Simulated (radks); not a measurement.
Problem. Radial electron density D(r) = 4 pi r^2 rho(r) of an atom or ion with 19 electrons. Calculated with a radial shooting solver on a logarithmic mesh with Libxc functionals: scalar-relativistic Kohn-Sham, BLYP, spin-polarised, spherical densities, finite nucleus; Fermi nuclear charge, rms radius of each element as measured or else 0.836 A^(1/3) + 0.57 fm.

```
   r/bohr * D(r) (the largest magnitude, 24.4, reaches the edge; | marks zero)
  0.01098 |           *
   0.0143 |                 *
  0.01877 |                         *
  0.02444 |                                  *
  0.03208 |                                           *
  0.04177 |                                                  *
  0.05439 |                                                    *
   0.0714 |                                                *
  0.09297 |                                          *
    0.122 |                                      *
   0.1589 |                                          *
   0.2086 |                                                   *
   0.2716 |                                                      *
   0.3536 |                                           *
   0.4642 |                        *
   0.6044 |             *
   0.7933 |              *
    1.033 |                *
    1.356 |            *
    1.766 |     *
    2.299 | *
    3.018 |*
    3.929 |*
    5.158 *
    6.716 *
    8.815 *
```

What is the nuclear charge?

Solution. Z = 20. The innermost maximum, from 1s, lies near gamma/Z bohr with gamma = sqrt(1 - (Z/c)^2) = 0.989, here 0.0495 bohr (found: 0.0527), and its height grows with Z. The density is that of the calcium ion Ca+ in [Ar] 4s1; the configuration itself is not fixed sharply by these data, and Z only to about a unit. D(r) has 3 maxima, at r = 0.0527, 0.255, 1.00 bohr, and minima at 0.123, 0.660 bohr, inside which lie 2.16, 10.35 electrons.
